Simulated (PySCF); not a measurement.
# Ionisation of trifluoroacetamide

Parent: trifluoroacetamide, `NC(=O)C(F)(F)F` (C2H2F3NO). Non-hydrogen atoms are numbered in `[NH2:1][C:2](=[O:3])[C:4]([F:5])([F:6])[F:7]`.

These are calculated values, ωB97X-D3(BJ)/ma-def2-TZVP in PySCF (grid level 2) at geometries from PBE0-D3(BJ)/def2-SVP. ωB97X-D3(BJ) is ωB97X-V with D3(BJ) in place of VV10. Zero-point and thermal terms (298.15 K, 1 bar) come from unscaled PBE0-D3(BJ)/def2-SVP harmonic frequencies, with soft modes damped to free rotors in the entropy.

Frontier levels of the parent: HOMO -10.98 eV, LUMO 0.83 eV.

Oxidation to the radical cation:
- Vertical ionisation energy (electronic): 10.95 eV
- Adiabatic ionisation energy (with zero-point energy): 10.78 eV
- Adiabatic, electronic part: 10.83 eV
- Vertical gap at the product's structure: 10.57 eV
- Inner reorganisation energy (four-point): 378 meV
- Relaxation of product / of parent: 120 / 258 meV
- ⟨S²⟩ of the product: 0.756
- Largest spin populations: O3 0.92
- Largest changes of atomic charge: O3 0.49, N1 0.15
- Distances that move most (Å): C2–O3 1.205 → 1.245; N1–H 1.010 → 1.032; N1–H 1.012 → 1.033; C4–F6 1.327 → 1.308
- Potential in acetonitrile: 8.27 V absolute, 3.72 V against Fc+/Fc computed at 4.54 V (solvation -36 → -278 kJ/mol)

Solvents are IEF-PCM continua (electrostatics only, gas-phase structures); absolute potentials refer to an electron at rest in vacuum. Fc+/Fc in acetonitrile, 4.54 V, is ωB97X-D3(BJ)/ma-def2-TZVP on PBE0-D3(BJ)/def2-SVP structures with GFN2-xTB thermal terms. Benchmark calculations put it near 5.0 V in acetonitrile and DMSO, so it is about 0.5 V low, and the value against it can read up to that much too high.

Measured values (NIST Chemistry WebBook, evaluated or the median of agreeing entries): vertical ionisation energy 11.30 eV (computed 10.95, difference -0.35); adiabatic ionisation energy 10.80 eV (computed 10.78, difference -0.02).

Structures, frequencies and single points took 12 min of wall time on 1 thread of Arm Neoverse V1 (shared host), launched as `OMP_NUM_THREADS=1 python redox_run.py task.json out`.

Differences come from unrounded values, so a last digit can differ from that of the printed terms.
